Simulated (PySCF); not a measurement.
C$_{4}$H$_{16}$Si$_{2}$Sn, SMILES `[CH2]([Sn]([SiH3])([CH2]C)[SiH3])C` (C–C–Sn–Si torsion 63°, Si–Sn–C–C torsion -56°), neutral singlet in the gas phase. 

Cartesian coordinates (Å):
SMILES: C[CH2][Sn]([SiH3])([SiH3])[CH2]C
```xyz
23

C     -3.0538     0.2218    -0.5957
C     -1.8162     1.1063    -0.6251
Sn    -0.0031     0.0729    -0.0180
Si     0.5086    -1.8255    -1.6814
Si    -0.3661    -0.9495     2.3179
C      1.6855     1.4403     0.0376
C      3.0038     0.7589     0.3730
H     -3.2503    -0.1744     0.4137
H     -3.9566     0.7728    -0.9086
H     -2.9547    -0.6457    -1.2678
H     -1.6362     1.5097    -1.6346
H     -1.9286     1.9733     0.0459
H      0.8322    -1.2770    -3.0374
H      1.6774    -2.6419    -1.2250
H     -0.6656    -2.7431    -1.8245
H     -1.4187    -2.0133     2.2834
H     -0.8013     0.0964     3.2984
H      0.8958    -1.5675     2.8345
H      1.4420     2.2248     0.7722
H      1.7293     1.9328    -0.9473
H      2.9731     0.2678     1.3589
H      3.8403     1.4773     0.3946
H      3.2630    -0.0175    -0.3649
```
Charge 0, spin multiplicity 1.

All levels are single points at this geometry (PBE0-D3(BJ)/def2-SVP); Pople sets use spherical d functions. Orbital energies aren't observables, and empty levels follow the basis.

HF/6-31G* (LANL2DZ on Sn) in PySCF gives HOMO (eV) = -9.47.

Task: Estimate the HOMO (eV) from each of these levels: B3LYP-D3(BJ)/def2-TZVP in PySCF; M06-2X/def2-TZVP in PySCF; B3LYP/6-31G* (LANL2DZ on Sn) in PySCF; B3LYP/LANL2DZ in PySCF; BP86/6-31G* (LANL2DZ on Sn) in PySCF; M06-2X/6-31G* (LANL2DZ on Sn) in PySCF; PBE/6-31G* (LANL2DZ on Sn) in PySCF; SVWN5/6-31G* (LANL2DZ on Sn) in PySCF.

Result: 
```tsv
level	HOMO (eV)
B3LYP-D3(BJ)/def2-TZVP in PySCF	-7.02
M06-2X/def2-TZVP in PySCF	-8.07
B3LYP/6-31G* (LANL2DZ on Sn) in PySCF	-7.03
B3LYP/LANL2DZ in PySCF	-7.11
BP86/6-31G* (LANL2DZ on Sn) in PySCF	-6.23
M06-2X/6-31G* (LANL2DZ on Sn) in PySCF	-8.12
PBE/6-31G* (LANL2DZ on Sn) in PySCF	-6.13
SVWN5/6-31G* (LANL2DZ on Sn) in PySCF	-6.17
```
